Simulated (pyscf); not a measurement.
H₂Si=S -> :HSi–SH [singlet], a hydrogen shift (singlet surface; H–Si broken, H–S formed). Single points on ωB97X-D3(BJ)/def2-SVP structures (PySCF, gas phase). Correlated levels are frozen-core, on RHF or UHF. ΔMP2 is the change of the MP2 total energy from the triple- to the quadruple-zeta basis. Energies in kcal/mol from the reactant's lowest minimum found.

Small-basis levels: PySCF, no dispersion term, spherical d functions. AM1 to PM7: differences of heats of formation from MOPAC, which are fitted to 298 K values and so differ in kind from electronic energies by zero-point and thermal terms. 

```
level                             barrier  reaction energy
--------------------------------  -------  ---------------
HF/STO-3G                            76.8             -9.3
HF/3-21G                             70.6             +5.0
HF/6-31G*                            74.4            +11.3
BP86/6-31G*                          50.6            +10.6
PBE/6-31G*                           50.4            +10.6
B3LYP/6-31G*                         56.1            +10.7
M06-2X/6-31G*                        58.4             +9.8
B3LYP/6-311+G**                      54.2             +9.9
PBE/def2-SVP                         48.6             +9.2
B3LYP/def2-SVP                       54.5             +9.6
AM1                                  53.4            +15.7
PM3                                  44.9             +3.7
CCSD(T)/def2-TZVPP + ΔMP2(QZVPP)     54.1            +11.3
```

Against the last row the barrier runs from -9.3 (PM3) to +22.7 kcal/mol (HF/STO-3G). CCSD(T)/def2-TZVPP + ΔMP2(QZVPP) has limits of its own. This is the saddle that the search found; another between the same sides may lie lower. A restricted solution here is unstable towards spin polarisation, so biradical character is likely and single-reference numbers are less safe. The CCSD(T) − MP2 part came from Ansatz, without density fitting, on the same reference.
